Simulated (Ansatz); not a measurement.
Start from `[NH2][GeH2][O]BF` and change one atom or group to get `OBOBF`.

Ansatz, PBE0-D4/def2-TZVP geometries, multiplicity 1. Each molecule was computed in one conformer, which needn't be the lowest.

Scalar relativity is left out up to krypton.

```csv
property,`[NH2][GeH2][O]BF`
LUMO energy (B3LYP/def2-TZVPP) / eV,0.02
HOMO–LUMO gap (PBE0/def2-TZVPP) / eV,8.41
HOMO energy (PBE/def2-TZVPP) / eV,-6.59
HOMO–LUMO gap (ωB97M-V/def2-TZVPP) / eV,12.30
"ideal-gas entropy at 298 K and 1 bar (rigid rotor, harmonic PBE0-D4/def2-TZVP) / J/(mol·K)",366
zero-point energy (PBE0-D4/def2-TZVP) / kJ/mol,163.9
```

(1) What does the change do to each property? (Estimate.)

Results:

(1) Computed: 
```
                                                                                  property  `OBOBF`  shift
                                                       LUMO energy (B3LYP/def2-TZVPP) / eV    -0.39  -0.41
                                                      HOMO–LUMO gap (PBE0/def2-TZVPP) / eV     9.43   1.02
                                                         HOMO energy (PBE/def2-TZVPP) / eV    -7.97  -1.38
                                                   HOMO–LUMO gap (ωB97M-V/def2-TZVPP) / eV    13.76   1.46
ideal-gas entropy at 298 K and 1 bar (rigid rotor, harmonic PBE0-D4/def2-TZVP) / J/(mol·K)      320    -46
                                            zero-point energy (PBE0-D4/def2-TZVP) / kJ/mol    128.5  -35.4
```

With PBE0 the HOMO falls by 1.48 eV and the LUMO falls by 0.46 eV, so the gap widens by about 1.02 eV. PBE moves the HOMO by -1.38 eV and ωB97M-V by -1.45 eV. The zero-point energy changes by -35.4 kJ/mol with -6 modes. Modes under 60 cm⁻¹, often nearly free rotors, make the harmonic entropy too high.

B3LYP here is the variant with VWN-RPA as its local correlation; programs differ in this.
